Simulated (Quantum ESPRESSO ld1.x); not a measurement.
The numbers below are computed, except where a source is named.
Charge is removed step by step from the 1s1/2 level of Be+, starting from [He] 2s1. Code: ld1.x of Quantum ESPRESSO 7.5. Model: Dirac Kohn-Sham, PBE, spin-unpolarised, spherical densities, point nucleus.

removed (e)  E - E(0) (eV)  eigenvalue (eV)  E minus straight line (eV)
0                    0.000          -117.79                       0.000
0.25                30.931          -129.72                      -4.626
0.5                 64.892          -142.02                      -6.221
0.75                101.97          -154.63                      -4.701
1                   142.23          -167.46                       0.000

Removing the whole electron costs 142.23 eV by Delta-SCF, against 117.79 eV from minus the eigenvalue at the starting occupation. Slater's transition state (half an electron removed) gives 142.02 eV. Integrating minus the eigenvalue over the occupation (Janak's theorem) gives 142.22 eV. The mean slope of the eigenvalue, de/dn, is 49.7 eV per electron.
